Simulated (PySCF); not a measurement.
Ba⁵⁴⁺: ionisation energy

Ba⁵⁴⁺ 1s2 (1S) → Ba⁵⁵⁺ 1s1 (2S), as a difference of total energies. Computed with PySCF 2.14 in an even-tempered Gaussian basis (15 s from 120 bohr⁻², ratio 2.2; 7 p from 190 bohr⁻², ratio 2.4; 4 d from 560 bohr⁻², ratio 2.4; 3 f from 840 bohr⁻², ratio 2.4; 3 g from 1300 bohr⁻², ratio 2.4), with no relativity, point nucleus. Correlated levels: nothing frozen; virtual orbitals above 40 to 60 times the deepest correlated orbital energy dropped. The calculations carry no spin-orbit coupling.

```tsv
method	ionisation energy (eV)	difference from reference (eV)
UHF	41718.1	-1767.3
LDA	41657.6	-1827.8
PBE	41709.6	-1775.8
PBE0	41712.0	-1773.4
r2SCAN	41719.4	-1766.0
revPBE	41716.5	-1768.9
PW91	41711.6	-1773.8
MP2 (all electrons)	41719.3	-1766.1
SCS-MP2 (all electrons)	41719.5	-1765.9
```

Reference: 43485.4 eV (theoretical estimate listed by NIST; NIST Atomic Spectra Database, ionization energies).

The gap to the reference is mostly relativistic.
